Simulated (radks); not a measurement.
Results of a calculation; reference values are marked as such.
All-electron atom: the xenon ion Xe10+ in [Kr] 4d8 (the NIST ground configuration). Level of theory: non-relativistic Kohn-Sham, PBE, spin-polarised, spherical densities, point nucleus; open shells are filled with parallel spins first (spin-orbit coupling, left out, can overturn this in heavy ions); relativity is left out, which matters for an element this heavy (a radial shooting solver on a logarithmic mesh with Libxc functionals). Some entries of the table are withheld. Estimate them.

orbital  occ.  eigenvalue (eV)  <1/r> (bohr^-1)
1s up       1        -33098.63            53.47
1s down     1        -33098.62            53.47
2s up       1        -5166.222            12.29
2s down     1        -5165.340            12.29
2p up       3        -4871.913            12.30
2p down     3        -4871.255            12.30
3s up       1        -1189.212            4.504
3s down     1        -1188.807            4.504
3p up       3        -1064.853            4.432
3p down     3        -1064.394            4.432
3d up       5        -833.9347            4.304
3d down     5        -833.2156            4.304
4s up       1        -344.3696            1.892
4s down     1        -341.8668            1.892
4p up       3        -299.2909            1.804
4p down     3        -296.8130            1.803
4d up       5        -220.8998            1.614
4d down     3        -218.5060            1.612
5s up       0        -145.1499              (1)
5s down     0        -144.1573              (2)
5p up       0        -129.4675           0.8399
5p down     0        -128.5696           0.8360

Answer. 
(1) 5s up <1/r> (bohr^-1): 0.8924
(2) 5s down <1/r> (bohr^-1): 0.8882
